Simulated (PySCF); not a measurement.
C₆H₆, SMILES C#C/C=C\C=C. Atoms are numbered in the order given.

```xyz
12

C     -0.8625     2.5716     0.0000
C      0.0081     1.7228     0.0000
C      1.0501     0.7559     0.0000
C      0.8645    -0.5885     0.0000
C     -0.4237    -1.2553     0.0000
C     -0.5727    -2.5916     0.0000
H     -1.6332     3.3187     0.0000
H      2.0733     1.1465     0.0000
H      1.7537    -1.2274     0.0000
H     -1.3082    -0.6094     0.0000
H      0.2933    -3.2613     0.0000
H     -1.5613    -3.0566     0.0000
```
Charge 0, spin multiplicity 1.

The structure is a stationary point at B3LYP-D3(BJ)/def2-SVP. One conformer was computed; it need not be the lowest.

Two levels are set side by side: PBE/pcSseg-1 (PySCF) and KT2/pcSseg-1 (PySCF). GIAO shifts against TMS (¹H), TMS (¹³C) at the same level; non-relativistic, no solvent, atoms listed together averaged. Differences are taken from unrounded values.

```
quantity                   PBE
-----------------------  -----
δ(¹³C) of C1 (ppm)        95.9
δ(¹³C) of C2 (ppm)        87.9
δ(¹³C) of C3 (ppm)       116.6
δ(¹³C) of C4 (ppm)       152.8
δ(¹³C) of C5 (ppm)       144.1
δ(¹³C) of C6 (ppm)       129.0
δ(¹H) of H7 (ppm)         3.74
δ(¹H) of H8 (ppm)         5.81
δ(¹H) of H9 (ppm)         6.67
δ(¹H) of H10 (ppm)        7.46
δ(¹H) of H11, H12 (ppm)   5.85
```

Problem. These are the PBE values. What does KT2 give? (Estimate from the structure and the level; the computed values follow.)

Solution. 
| quantity | KT2 | PBE minus KT2 |
|---|---|---|
| δ(¹³C) of C1 (ppm) | 88.9 | 7.0 |
| δ(¹³C) of C2 (ppm) | 80.8 | 7.1 |
| δ(¹³C) of C3 (ppm) | 108.7 | 7.9 |
| δ(¹³C) of C4 (ppm) | 143.8 | 9.0 |
| δ(¹³C) of C5 (ppm) | 135.2 | 8.9 |
| δ(¹³C) of C6 (ppm) | 120.5 | 8.5 |
| δ(¹H) of H7 (ppm) | 3.95 | -0.21 |
| δ(¹H) of H8 (ppm) | 5.66 | 0.15 |
| δ(¹H) of H9 (ppm) | 6.43 | 0.23 |
| δ(¹H) of H10 (ppm) | 7.29 | 0.17 |
| δ(¹H) of H11, H12 (ppm) | 5.68 | 0.16 |

Rough cost on one machine, each run with all the roots and properties that it gave: KT2 against PBE within a factor of 2.
